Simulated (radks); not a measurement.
Spin polarisation of the 2s1 shell in C3+. Start: [He] 2s(up 0.5, down 0.5); electrons of 2s are moved from spin down to spin up, other shells keep equal spins. Method: scalar-relativistic Kohn-Sham, PBE, spin-polarised, spherical densities, point nucleus; computed with a radial shooting solver on a logarithmic mesh with Libxc functionals.

moment (Bohr magnetons)  E - E(0) (eV)  e(2s up) (eV)  e(2s down) (eV)  1s down minus up (eV)
0                                0.000        -56.106          -56.106                 0.000
0.25                            -0.065        -56.592          -55.555                  0.256
0.5                             -0.260        -57.020          -54.933                  0.520
0.75                            -0.586        -57.391          -54.268                  0.800

At moment 0.75 the spin-polarisation energy is -0.586 eV and the 2s exchange splitting 3.123 eV, that is 4.165 eV per Bohr magneton; E = -I m^2/4 would give I = 4.166 eV.
